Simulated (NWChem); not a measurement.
System: pentafluoroethane (C2HF5); SMILES FC(C(F)F)(F)F

Input file for NWChem:

```
start job
memory heap 200 mb stack 900 mb global 1100 mb
geometry units angstroms noautosym nocenter noautoz
  F      0.054087    -1.453026    -1.091969
  C     -0.437280    -0.855020     0.000000
  F      0.054087    -1.453026     1.091969
  C     -0.000431     0.611282     0.000000
  F      1.318783     0.719742     0.000000
  F     -0.482250     1.219242     1.079117
  F     -0.482250     1.219242    -1.079117
  H     -1.539196    -0.923364     0.000000
end
basis spherical
  * library 6-31g*
end
dft
  xc xpbe96 cpbe96
  iterations 150
end
cosmo
  do_cosmo_smd true
  solvent chcl3
end
task dft energy
```

All runs use the structure optimised with PBE0/def2-SVP. Solvent: chloroform.

Level: PBE/6-31G* with SMD (1 M gas to 1 M solution), gas-phase geometry.

**Question.** Give the results of this calculation. (PBE/6-31G* (spherical d), SMD on the gas-phase geometry.) Quantities: solvation free energy (kcal/mol); cavity-dispersion-structure term (kcal/mol); dipole in solution (D).

**Answer.** solvation free energy (kcal/mol): -1.0
cavity-dispersion-structure term (kcal/mol): 0.9
dipole in solution (D): 1.42
